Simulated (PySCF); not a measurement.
C₄H₄Cl₂, SMILES C=C=C(Cl)CCl.

Geometry: B3LYP-D3(BJ)/def2-SVP. One conformer was computed; it need not be the lowest.

Level of theory: TDA-CAM-B3LYP/def2-SVPD run with PySCF.

Vertical excitations. 

```
state  energy (eV)  λ (nm)      f                                                                  main pairs
-----  -----------  ------  -----  --------------------------------------------------------------------------
S1            4.94     251  0.002                                                              HOMO→LUMO 89 %
S2            6.14     202  0.001                                        HOMO−1→LUMO+1 72 %, HOMO−1→LUMO 12 %
S3            6.66     186  0.191                                                            HOMO→LUMO+1 65 %
S4            6.76     183  0.032                      HOMO−2→LUMO+1 39 %, HOMO−2→LUMO 30 %, HOMO→LUMO+1 10 %
S5            6.85     181  0.015                       HOMO−3→LUMO+1 37 %, HOMO−3→LUMO 35 %, HOMO−1→LUMO 7 %
S6            7.00     177  0.069     HOMO−4→LUMO 40 %, HOMO−3→LUMO 20 %, HOMO→LUMO+2 12 %, HOMO−3→LUMO+1 7 %
S7            7.11     174  0.040                                                            HOMO→LUMO+2 76 %
S8            7.38     168  0.046       HOMO−5→LUMO 15 %, HOMO→LUMO+5 14 %, HOMO→LUMO+6 10 %, HOMO→LUMO+3 9 %
S9            7.49     165  0.428  HOMO−1→LUMO 40 %, HOMO−3→LUMO+1 12 %, HOMO−4→LUMO+1 9 %, HOMO−1→LUMO+1 7 %
S10           7.58     163  0.156                                        HOMO−4→LUMO+1 53 %, HOMO−4→LUMO 14 %
T1            4.17     297      0                          HOMO→LUMO+1 55 %, HOMO→LUMO 12 %, HOMO−1→LUMO 12 %
T2            4.43     280      0                           HOMO−1→LUMO 51 %, HOMO→LUMO 11 %, HOMO−3→LUMO 8 %
T3            4.52     275      0                                            HOMO→LUMO 70 %, HOMO→LUMO+1 22 %
T4            5.77     215      0                                                          HOMO−1→LUMO+1 77 %
```
Triplets are in the Tamm–Dancoff approximation.
